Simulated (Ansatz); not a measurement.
`CB(N)[TeH]` + H₂ → H₂Te + `CBN`  (hydrogenolysis of a Te–B bond)

Computed with Ansatz on PBE0-D4/def2-TZVP structures; ΔE is electronic, products minus reactants. CCSD(T)/CBS adds triple-zeta CCSD(T) − MP2 to the extrapolated MP2 energy (def2 sets, frozen cores). This one scheme is used for every species. Functionals use def2-TZVPP. Elements past krypton have def2 core potentials. For Te outer-core shells are correlated without core-valence functions, which leaves a few kJ/mol of doubt a bond. One conformer a species, not always the lowest.

`CB(N)[TeH]`:

Cartesian coordinates in Å:
```
C 0.546 1.235 0.555
B -0.148 -0.026 -0.072
N 0.471 -1.271 -0.108
Te -2.152 0.232 -0.905
H -0.051 1.650 1.372
H 1.540 1.009 0.951
H 0.655 2.034 -0.184
H 0.060 -2.099 -0.501
H 1.394 -1.414 0.269
H -2.315 -1.350 -1.377
```

H₂:

Cartesian coordinates in Å:
```
H 0.010 -0.335 -0.163
H -0.010 0.335 0.163
```

H₂Te:

```xyz
3

Te   -0.018    0.771    0.102
H    -1.100   -0.461    0.331
H     1.118   -0.309   -0.433
```

`CBN`:

```xyz
9

C     0.965   -0.243    0.628
B    -0.456    0.288    0.230
N    -0.978    0.112   -1.048
H     0.889   -0.937    1.472
H     1.595    0.581    0.981
H     1.498   -0.752   -0.181
H    -1.146    0.869    1.025
H    -1.886    0.444   -1.323
H    -0.481   -0.361   -1.785
```

CCSD(T)/CBS gives +34.0 kJ/mol.

Question: Another level gave -1.5 kJ/mol. Which?
A. CCSD(T)/def2-TZVPP
B. r2SCAN-D4/def2-TZVPP
C. HF/def2-TZVPP
D. ωB97X-V/def2-TZVPP

Answer: C. HF/def2-TZVPP -1.5, CCSD(T)/def2-TZVPP 27.1, ωB97X-V 22.7, r2SCAN-D4 31.3 kJ/mol.

Largest T1 diagnostic among the species: 0.011.

The D4 term adds +13.7 kJ/mol with B3LYP and +7.3 kJ/mol with PBE0; it sums over pairs of atoms, weighted by their polarisabilities, and B3LYP, whose exchange is more repulsive, gets the larger term. In def2-TZVPP, CCSD(T) changes the Hartree–Fock value by +28.5 kJ/mol (the triples alone add +6.7 kJ/mol) and MP2 by +42.2 kJ/mol.

B3LYP here is the variant with VWN-RPA as its local correlation; programs differ in this.
